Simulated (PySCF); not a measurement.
Species: SnEtH3, C₂H₈Sn.
Geometry (PBE0-D3(BJ)/def2-SVP, Å), atoms numbered from 1 in this order:
```xyz
11
C2H8Sn angstrom
Sn    -0.2965   -0.4458   -1.5283
C     -0.2621   -0.4258    0.6346
C      0.5203    0.7430    1.2177
H      0.1600   -1.3904    0.9590
H     -1.3106   -0.4125    0.9725
H      0.4997    0.7334    2.3202
H      1.5784    0.7196    0.9125
H      0.1099    1.7136    0.8960
H      1.3120   -0.4801   -2.1273
H     -1.0659    0.9757   -2.1115
H     -1.1473   -1.8162   -2.1146
```

Method used: PBE0-D3(BJ)/def2-SVP geometry optimisation, gas phase, def2 core potentials past Kr in PySCF 2.14.0.

**Question.** Which atoms are bound to Sn1, and at what distances?

**Answer.** 4 atoms: H11 1.716 Å, H9 1.717 Å, H10 1.718 Å, C2 2.163 Å. The nearest atom not counted as bound is H5, at 2.70 Å (others tie with it).

**Question.** List the angles at Sn1.

**Answer.** 
```
      angle  degrees  distance of the outer atoms (Å)
 C2–Sn1–H11    110.9                             3.21
 C2–Sn1–H10    109.8                             3.19
  C2–Sn1–H9    109.5                             3.18
 H9–Sn1–H11    109.2                             2.80
H10–Sn1–H11    108.8                             2.79
 H9–Sn1–H10    108.5                             2.79
```

**Question.** What is the shape at Sn1?

**Answer.** Tetrahedral: angles from 108.5° to 110.9°; τ4 = (360° − α − β)/141° = 0.99 with α and β the two widest (0 for a square, 1 for a tetrahedron).

**Question.** What are the other bond lengths?

**Answer.** C2–C3 1.523 Å; C2–H4, C2–H5 1.102 Å; C3–H6, C3–H7, C3–H8 1.102 Å.

**Question.** Give some angles away from the centre.

**Answer.** Sn1–C2–C3 113.5°.

**Question.** What are the rotational constants (commonest isotopes, rigid rotor)?

**Answer.** A = 20511, B = 2808, C = 2653 MHz: a near-prolate asymmetric top.

Charge 0, singlet. Whether it is a minimum is left open (no frequencies).
